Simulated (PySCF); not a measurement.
Gas-phase reaction: SnHCl₃ + N₂H₂ ⇌ SnHCl + 2 HCl + 2 N

Computed with PySCF and rigid-rotor harmonic-oscillator thermochemistry at 1 bar. † marks an energy on the PBE0/def2-TZVP geometry and frequencies. CCSD(T) freezes the core. Open shells (unrestricted): N (multiplicity 4); the rest are closed-shell singlets. Sn: scalar-relativistic def2 core potential, no spin-orbit coupling. SnHCl₃, SnHCl: computed as isolated molecules; such fragments, hydroxides, amides, oligomers or adducts are transient or little studied in the gas. CCSD(T) isn't extrapolated to the basis-set limit.

| level | ΔH°(298 K), kJ |
|---|---|
| CCSD(T)/def2-SVP† | 815 |
| M06-2X/def2-TZVP† | (withheld) |
| PBE/def2-TZVP† | 995 |
| PBE0/def2-QZVP† | (withheld) |
| ωB97M-V/def2-TZVP† | 941 |

Question: Some entries are withheld; supply them.

Answer: 
- M06-2X/def2-TZVP†, ΔH°(298 K), kJ: 944
- PBE0/def2-QZVP†, ΔH°(298 K), kJ: 932
